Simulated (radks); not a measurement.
Question: The mean radii <r> (bohr) of the occupied orbitals of an atom or ion are listed with their occupations. Method: Dirac Kohn-Sham, BLYP, spin-unpolarised, spherical densities, finite nucleus; Fermi nuclear charge, rms radius of each element as measured or else 0.836 A^(1/3) + 0.57 fm; computed with a radial shooting solver on a logarithmic mesh with Libxc functionals.

| orbital | occ. | <r> |
|---|---|---|
| 1s1/2 | 2 | 0.02666 |
| 2s1/2 | 2 | 0.1142 |
| 2p1/2 | 2 | 0.09620 |
| 2p3/2 | 4 | 0.1020 |
| 3s1/2 | 2 | 0.3061 |
| 3p1/2 | 2 | 0.2961 |
| 3p3/2 | 4 | 0.3078 |
| 3d3/2 | 4 | 0.2786 |
| 3d5/2 | 6 | 0.2823 |
| 4s1/2 | 2 | 0.7132 |
| 4p1/2 | 2 | 0.7408 |
| 4p3/2 | 4 | 0.7679 |
| 4d3/2 | 4 | 0.8553 |
| 4d5/2 | 5 | 0.8655 |
| 5s1/2 | 2 | 1.773 |
| 5p1/2 | 2 | 2.055 |
| 5p3/2 | 4 | 2.150 |
| 6p1/2 | 1 | 7.574 |

Name the element and its charge. Open shells, if any, fill j = l - 1/2 first.

Answer: Z = 54, xenon, charge 0: Xe in [Kr] 4d9 5s2 5p6 6p1. The 1s radius gives Z: for a bare nucleus <r> = (2 gamma + 1)/(2Z) with gamma = sqrt(1 - (Z/c)^2), 0.02628 bohr for Z = 54, and screening makes it slightly larger (0.02666 here). The occupations add up to 54, and the charge is Z minus that.
